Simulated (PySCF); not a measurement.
Spectrum to structure. Level of theory: TDDFT wB97X-D/def2-SVPD, vertical, gas phase, core orbitals frozen in the response (PySCF). Geometries: GFN2-xTB, one conformer each.

```
state  ν̃ (cm⁻¹)       f   main configurations (H = HOMO, L = LUMO)
   S1      49840   0.154                                  H→L (90%)
   S2      51950   0.305                                H→L+1 (90%)
   S3      56120  0.0022  H-1→L (55%), H-1→L+1 (28%), H-1→L+5 (11%)
   S4      56600   0.067                 H-2→L (53%), H-2→L+1 (28%)
   S5      59510   0.020                   H→L+4 (63%), H→L+6 (13%)
   S6      60530   0.036                   H→L+3 (44%), H→L+2 (31%)
   S7      62650   0.068                   H→L+5 (55%), H→L+2 (18%)
   S8      63250   0.012      H→L+3 (33%), H→L+2 (30%), H→L+6 (13%)
```

Triplets computed (Tamm–Dancoff): 4.20, 6.17, 6.40 eV.

Orbital energies (eV): HOMO-3 -11.32, HOMO-2 -10.24, HOMO-1 -10.13, HOMO -8.79, LUMO 1.49, LUMO+1 1.64, LUMO+2 2.11.

Question: Which structure fits? All have the formula C4H9ClOSi.
A. `C=C(C)O[SiH2]CCl`
B. `C[C@@H](Cl)/C=C\O[SiH3]`
C. `CO[C@@H]1C[C@@H]1[SiH2]Cl`

Answer: B. Its S1, at 6.18 eV, is the lowest among the candidates; the nearest of the others has S1 at 6.58 eV. S1 is HOMO→LUMO (90%). Löwdin shares by element: HOMO carbon 56% or more, oxygen 20%, chlorine 11%; LUMO carbon 27% or more, silicon 18%, chlorine 15% (atoms not listed hold the other 39%). At the same level the other candidates give, for their lowest levels:
- `CO[C@@H]1C[C@@H]1[SiH2]Cl`: 7.42 eV (f 0.012); 7.84 eV (f 0.022); 7.99 eV (f 0.003); 8.14 eV (f 0.001); 8.16 eV (f 0.018); T1 7.25 eV; HOMO -9.51, LUMO 2.15 eV
- `C=C(C)O[SiH2]CCl`: 6.58 eV (f 0.016); 7.02 eV (f 0.184); 7.10 eV (f 0.137); 7.18 eV (f 0.008); 7.45 eV (f 0.002); T1 4.59 eV; HOMO -8.91, LUMO 1.84 eV

The values belong to the conformer `[CH3:1][C@@H:2]([Cl:3])/[CH:4]=[CH:5]\[O:6][SiH3:7]`: C1–C2–C4–C5 132°, C4–C5–O6–Si7 176°.

Without π bonds the low states are Rydberg-like; a valence basis with one diffuse set may place them up to an eV too high.
